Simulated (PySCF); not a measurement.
Computed shifts of a molecule CH₈FNOSi₂, PBE/pcSseg-1 (PySCF), GIAO, gas phase, atoms alike by connectivity averaged where their shifts nearly agree, in ppm (number of nuclei): ²⁹Si: -28.8 (1), -37.4 (1). ¹⁵N: 43.3 (1). ¹³C: 86.1 (1). ¹⁹F: -324.6 (1). ¹H: 5.34 (1), 5.33 (1), 5.25 (1), 5.07 (2), 5.01 (1), 1.60 (1), 1.54 (1). References: ¹⁷O against H2O (σ = 334.3 ppm); ²⁹Si against TMS (σ = 335.4 ppm); ¹⁵N against NH3 (σ = 267.0 ppm); ¹³C against TMS (σ = 182.0 ppm); ¹⁹F against CFCl3 (σ = 133.6 ppm); ¹H against TMS (σ = 31.49 ppm), references at their B3LYP-D3(BJ)/def2-TZVP geometries, non-relativistic. Coordinates come from a B3LYP-D3(BJ)/def2-SVP optimisation. Other conformers were not sampled.

**Question.** Which structure fits?
(A) NC[Si@H](F)[SiH2]O
(B) O[SiH2]N[SiH2]CF
(C) CO[Si@H](F)[SiH2]N
(D) O[Si@H](F)NC[SiH3]

**Answer.** B, O[SiH2]N[SiH2]CF
